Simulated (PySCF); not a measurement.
Two-component Hartree-Fock for La⁵³⁺ (lanthanum, charge +53)

Start: [He] 2s2. Calculated with PySCF 2.14 in an uncontracted even-tempered set (17 s from 8 bohr⁻², ratio 2.6; 13 p from 10 bohr⁻², ratio 2.6; 7 d from 11 bohr⁻², ratio 2.8; 4 f from 200 bohr⁻², ratio 2.8): generalised Hartree-Fock with the X2C-1e Hamiltonian and a Gaussian nucleus; spin-orbit coupling (SO) screened by Boettger's factors.

| spinor shell | electrons | ε, screened SO (eV) | weight of nominal j (screened SO) | rms radius, screened SO (bohr) |
| --- | --- | --- | --- | --- |
| 1s1/2 | 2 | -44576.7 | 1.000 | 0.0284 |
| 2s1/2 | 2 | -10799.6 | 1.000 | 0.110 |

```tsv
quantity	screened SO
E (hartree)	-4166.22672
M_J	0
⟨J²⟩	0.000
⟨L²⟩	0.000
⟨S²⟩	0.000
```

Breit and QED terms are absent; they matter most for the inner s and p1/2 levels.

Densities and radii are taken from the X2C orbitals without a picture-change correction, which distorts them close to the nucleus.
